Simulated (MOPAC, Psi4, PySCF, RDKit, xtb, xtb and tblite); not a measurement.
Two geometries of SMILES O=CCC[SiH3], relaxed at GFN2-xTB with one dihedral held; other torsions can differ between them too.

Structure A

```
13

O     -1.7009    -0.9757    -1.1488
C     -1.8700    -0.4327    -0.0932
C     -0.8331     0.3586     0.6475
C     -1.3308     0.9358     1.9672
Si    -2.5963     2.3473     1.7598
H     -2.8439    -0.5051     0.4323
H     -0.4722     1.1492    -0.0164
H      0.0181    -0.3122     0.8117
H     -1.7556     0.1303     2.5693
H     -0.4727     1.3125     2.5271
H     -1.9529     3.4393     1.0270
H     -2.9982     2.7981     3.0922
H     -3.7674     1.8825     1.0165
```

Structure B

```
13

O     -1.3868    -1.2812     2.3565
C     -0.7032    -0.3623     2.0035
C     -0.7914     0.3413     0.6829
C     -1.1114     1.8209     0.9103
Si    -1.2225     2.8020    -0.7198
H      0.0610     0.0731     2.6808
H     -1.5585    -0.1316     0.0682
H      0.1736     0.2485     0.1785
H     -2.0544     1.8968     1.4547
H     -0.3454     2.2554     1.5558
H      0.0656     2.7020    -1.4096
H     -1.5207     4.1976    -0.4006
H     -2.2787     2.2294    -1.5540
```

Task: Which is lower in energy at the level DF-MP2 (frozen core)/cc-pVTZ // GFN2-xTB (Psi4 1.11), and by how much?

Result: B is lower, by 8.04 kJ/mol (dihedral O1–C2–C3–C4: 180° in A, 120° in B).

E(B) − E(A) in kJ/mol at the other levels, on the same two geometries: GFN2-xTB (xtb and tblite) -3.39; MMFF94 // GFN2-xTB (RDKit) -7.07; PBE0/def2-TZVP // GFN2-xTB (Psi4) -7.03; PBE0-D3(BJ)/def2-TZVP // GFN2-xTB (Psi4) -6.11; PBE/def2-TZVP // GFN2-xTB (Psi4) -7.08; PBE-D3(BJ)/def2-TZVP // GFN2-xTB (Psi4) -6.13; wB97X-D/def2-TZVP // GFN2-xTB (Psi4) -5.79; HF/cc-pVTZ // GFN2-xTB (Psi4) -10.09; UFF // GFN2-xTB (RDKit) -0.42; PM6, restricted, heats of formation // GFN2-xTB (MOPAC) 1.87; PM7, restricted, heats of formation // GFN2-xTB (MOPAC) 0.29; GFN1-xTB // GFN2-xTB (xtb) -1.59; restricted B3LYP/6-31G*, spherical d // GFN2-xTB (PySCF) -7.77; restricted Hartree-Fock/3-21G // GFN2-xTB (PySCF) -7.96; restricted Hartree-Fock/6-31G*, spherical d // GFN2-xTB (PySCF) -8.97; restricted Hartree-Fock/LANL2DZ, with its core potentials past Ne // GFN2-xTB (PySCF) -8.80.
